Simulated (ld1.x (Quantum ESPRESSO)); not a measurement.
**Before and after: TM potential for Sb**

* Element: antimony (Sb)
* Generator: ld1.x (Quantum ESPRESSO) 7.5
* Type: norm-conserving Troullier–Martins (Kleinman–Bylander form)
* Functional: PBE
* Relativity: scalar-relativistic
* Frozen core: [Kr] 4d10
* Valence charge: 5
* Reference configuration: 5s2 5p3
* Partial waves: 5s (bound): rc 1.40 bohr; 5p (bound): rc 1.65 bohr
* Local potential: all-electron potential smoothed inside 1.05 bohr (lloc = -2)
* Core correction: a·sin(br)/r model core inside 0.80 bohr

All-electron outer shells of the reference configuration (PBE, scalar-relativistic, ld1.x):

| shell | level (eV) | outermost node (bohr) | outermost maximum (bohr) |
| --- | --- | --- | --- |
| 4p | -101.79 | 0.39 | 0.76 |
| 4d | -33.51 | 0.38 | 0.84 |
| 5s | -12.83 | 0.95 | 1.90 |
| 5p | -4.83 | 1.04 | 2.35 |

Change: all radii but the core radius scaled by about 1.10 (s 1.54, p 1.82 bohr); local potential all-electron potential smoothed inside 1.16 bohr (lloc = -2).

Cutoffs: the cutoffs (Ry, on a coarse ladder) from which the occupation-weighted sum of valence levels, in a spherical-Bessel basis at the reference potential, stays within 10 and 1 mRy of its value at 400 Ry; they do not see the model core or the augmentation charge, which bear on the density cutoff. Errors are all-electron minus pseudo energies relative to the spin-unpolarised reference configuration.

Problem. Predict the effect on cutoff, ghosts and configuration errors.

Solution. The potential gets softer (50 Ry and 180 Ry → 40 Ry and 100 Ry); the bound ghosts move from d, p, s to d, s; of the 7 tests that both files solve, the error grows in 0 and shrinks in 5 by more than 15 % and 0.3 meV (median size 34.9 → 9.7 meV). A larger radius leaves more room for a smooth pseudo-wave, so fewer plane waves are needed. That the errors move this way runs against the usual rule that smaller radii transfer better.

| quantity | base | changed |
| --- | --- | --- |
| cutoff, loose | 50 Ry | 40 Ry |
| cutoff, tight | 180 Ry | 100 Ry |
| loose cutoff by channel (10 mRy a level) | s 40 Ry, p 40 Ry | s 30 Ry, p 10 Ry |
| bound ghosts | s, d, p | s, d |
| error for 5s2 5p2, meV [ΔE 8.32 eV] | -18 | +9.7 |
| error for 5s2 5p1, meV [ΔE 24.28 eV] | -77 | +35 |
| error for 5s2 5p0, meV [ΔE 48.70 eV] | -174 | -163 |
| error for 5s1 5p4, meV [ΔE 8.11 eV] | -35 | +3.5 |
| error for 5s0 5p5, meV [ΔE 16.43 eV] | -150 | +35 |
| error for 5s2 5p3.3, meV [ΔE -1.16 eV] | -0.7 | +0.9 |
| error for 5s2 5p2.5, meV [ΔE 3.26 eV] | -4.1 | +1.9 |

 A true bound ghost makes a file unfit for plane-wave use even where its test errors are small: the radial tests pick states by their node count and pass the ghost by.
